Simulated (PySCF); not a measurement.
HCl$_{3}$HfO, triplet, geometry from GFN2-xTB (such geometries of metal compounds can be far from the true shape) (the multiplicity is a formal guess) (core potentials on Hf).

Here is a job for PySCF.
```python
from pyscf import gto, scf, dft

mol = gto.Mole()
mol.atom = '''
    Hf   -0.253917    0.023804   -0.007038
    Cl    2.053705   -0.284852   -0.145681
    Cl    0.784120    0.821689    1.986196
    Cl   -0.681395   -0.857582   -2.040981
    O    -1.963154    0.438220    0.503379
    H    -2.672031    0.233031   -0.112376
'''
mol.basis = 'def2-svp'
mol.ecp = {'Hf': 'def2-svp'}
mol.charge = 0
mol.spin = 2
mol.verbose = 4
mol.build()

mf = dft.UKS(mol)
mf.xc = 'pbe0'
mf.disp = 'd4'
mf = mf.density_fit(auxbasis='def2-universal-jkfit')
mf.kernel()
```

Question: What does this run give for the nuclear repulsion energy, HOMO energy, dipole moment, total energy, number of basis functions, Mulliken (on the basis functions themselves) charges in atom order?

Answer: 
- nuclear repulsion energy = 379.3427 Eh
- HOMO energy = -5.44 eV
- dipole moment = 0.56 D
- total energy = -1503.5328 Eh
- number of basis functions = 105
- Mulliken (on the basis functions themselves) charges in atom order = Hf1 0.62, Cl2 -0.11, Cl3 -0.12, Cl4 -0.26, O5 -0.37, H6 0.23

These values belong to the state on which the SCF converged, which isn't shown to be the lowest.

Question: Roughly what does it cost on one core?

Answer: very roughly 11 core-seconds.
